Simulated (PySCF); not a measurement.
Harmonic spectrum computed at PBE0 in the def2-TZVP basis family (core potentials from Rb on, PySCF, no spin–orbit coupling):

| symmetry | ω (cm⁻¹) | IR (km/mol, summed over degenerate members) |
| --- | --- | --- |
| e | 226 | 9.8 |
| a1 | 273 | 21.4 |
| e | 755 | 162 |
| a1 | 765 | 36.2 |

**Question.** Which molecule gave it? In each, all ligands are bound to the one heavy central atom.
A. TeF₃⁺ (singlet)
B. SeF₃⁺ (singlet)
C. GeF₃⁺ (singlet)
D. PbF₃⁺ (singlet)

**Answer.** A. It has C3v symmetry with Te–F 1.812 Å (×3).
